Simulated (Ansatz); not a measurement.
`FB1CN1` + H₂O → `OB1CN1` + H–F at 600 K and 1 bar (formal hydrolysis of a B–F bond).

Gas-phase electronic energies from Ansatz, PBE0-D4/def2-TZVP geometries. CCSD(T)/CBS is the MP2 limit (def2-TZVPP, def2-QZVPP) plus CCSD(T) − MP2 in def2-TZVPP, frozen cores. This one scheme is used for every species. Each species was taken in one conformer, which may not be the lowest.

| species | CCSD(T)/CBS energy (Eh) | H − E (kJ/mol) | S (J/(mol·K)) |
| --- | --- | --- | --- |
| `FB1CN1` | -219.17153 | 165.9 | 339.8 |
| H₂O | -76.37941 | 76.8 | 212.8 |
| `OB1CN1` | -195.15150 | 201.8 | 343.4 |
| H–F | -100.39570 | 42.3 | 194.0 |

H − E and S are ideal-gas, rigid-rotor, harmonic terms from PBE0-D4/def2-TZVP, for one conformer and one mirror image of each species. 1 Eh = 2625.50 kJ/mol, R = 8.31446 J/(mol·K).

Task: By hand: ΔE, ΔH, ΔS and ΔG.

Result: ΔE = (-195.15150) + (-100.39570) − (-219.17153) − (-76.37941) = 0.00374 Eh = 9.8 kJ/mol. Δ(H − E) = 201.8 + 42.3 − 165.9 − 76.8 = 1.4, so ΔH = 11.2 kJ/mol. ΔS = 343.4 + 194.0 − 339.8 − 212.8 = -15.2 J/(mol·K). ΔG = 11.2 − 600 × (-15.2)/1000 = 20.3 kJ/mol.

Task: By hand: the equilibrium constant, and the temperature at which ΔG would vanish if ΔH and ΔS stayed fixed.

Result: log₁₀ K = −ΔG/(RT ln 10) = -1.8. ΔH and −TΔS have one sign here, so there is no such temperature.

TΔS isn't small against ΔH here. A doubt of 5 kJ/mol in ΔE shifts log₁₀ K by 0.4 here. Other conformers and mirror images would add mixing entropy, several J/(mol·K) or more a flexible species. These are equilibria of isolated gas molecules and say nothing of rates. Largest T1 diagnostic: 0.012 (customary marks: 0.02 for closed shells, 0.045 for open ones).
